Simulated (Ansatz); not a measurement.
`[CH3][GeH]1[CH2][O]1` + BH₃ → `[BH2][GeH]1[CH2][O]1` + CH₄ at 500 K and 1 bar (formal exchange of groups at a Ge–C bond).

Gas-phase electronic energies from Ansatz, PBE0-D4/def2-TZVP geometries. CCSD(T)/CBS adds triple-zeta CCSD(T) − MP2 to the extrapolated MP2 energy (def2 sets, frozen cores). This one scheme is used for every species. For Ge outer-core shells are correlated without core-valence functions, which leaves a few kJ/mol of doubt a bond. Scalar relativity is left out up to krypton.

```csv
species,CCSD(T)/CBS energy (Eh),H − E (kJ/mol),S (J/(mol·K))
`[CH3][GeH]1[CH2][O]1`,-2230.96327,235.7,378.8
BH₃,-26.55200,86.8,208.8
`[BH2][GeH]1[CH2][O]1`,-2217.06405,192.4,374.7
CH₄,-40.46206,135.6,206.8
```

H − E and S are ideal-gas, rigid-rotor, harmonic terms from PBE0-D4/def2-TZVP, for one conformer and one mirror image of each species. 1 Eh = 2625.50 kJ/mol, R = 8.31446 J/(mol·K).

Task: By hand: ΔE, ΔH, ΔS and ΔG.

Result: ΔE = (-2217.06405) + (-40.46206) − (-2230.96327) − (-26.55200) = -0.01084 Eh = -28.5 kJ/mol. Δ(H − E) = 192.4 + 135.6 − 235.7 − 86.8 = 5.5, so ΔH = -23.0 kJ/mol. ΔS = 374.7 + 206.8 − 378.8 − 208.8 = -6.1 J/(mol·K). ΔG = -23.0 − 500 × (-6.1)/1000 = -19.9 kJ/mol.

Task: By hand: the equilibrium constant, and the temperature at which ΔG would vanish if ΔH and ΔS stayed fixed.

Result: log₁₀ K = −ΔG/(RT ln 10) = 2.1. ΔG = 0 at ΔH/ΔS = 3770 K, far beyond where these terms or the molecules hold.

The number of gas molecules stays the same, so ΔS is small and ΔH decides. A doubt of 5 kJ/mol in ΔE shifts log₁₀ K by 0.5 here. Other conformers and mirror images would add mixing entropy, several J/(mol·K) or more a flexible species. These are equilibria of isolated gas molecules and say nothing of rates. Largest T1 diagnostic: 0.018 (customary marks: 0.02 for closed shells, 0.045 for open ones).
